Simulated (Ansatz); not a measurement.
A run of Ansatz (development build ahead of 0.2.0) on singlet Be₄ at this shape:

```yaml
atoms:
  - { symbol: Be, position_ang: [0.7334, 0.7274, 0.7205] }
  - { symbol: Be, position_ang: [0.7192, -0.7331, -0.7247] }
  - { symbol: Be, position_ang: [-0.7315, 0.7176, -0.7266] }
  - { symbol: Be, position_ang: [-0.7250, -0.7340, 0.7286] }
```

Its results:

- Converged: yes
- Total energy: -58.28114 hartree

Forces (eV/Å):
```
atom      Fx      Fy      Fz
 Be1   0.266   0.284   0.312
 Be2   0.369  -0.342  -0.361
 Be3  -0.325   0.337  -0.311
 Be4  -0.310  -0.279   0.360
```

Question: Which input gives this output? Name the method, the orbitals and the basis set, and write the input.

Answer: RHF in def2-SVP. An unrestricted run that stays on the closed shell gives the same numbers.

```yaml
crystal:
  periodic: [false, false, false]
  atoms:
    - { symbol: Be, position_ang: [0.73344, 0.72744, 0.72054] }
    - { symbol: Be, position_ang: [0.71925, -0.73311, -0.7247] }
    - { symbol: Be, position_ang: [-0.73148, 0.71758, -0.72662] }
    - { symbol: Be, position_ang: [-0.725, -0.73405, 0.72855] }
basis:
  gaussian: { orbitals: def2-SVP }
hamiltonian:
  xc: hf
output:
  forces: true
```
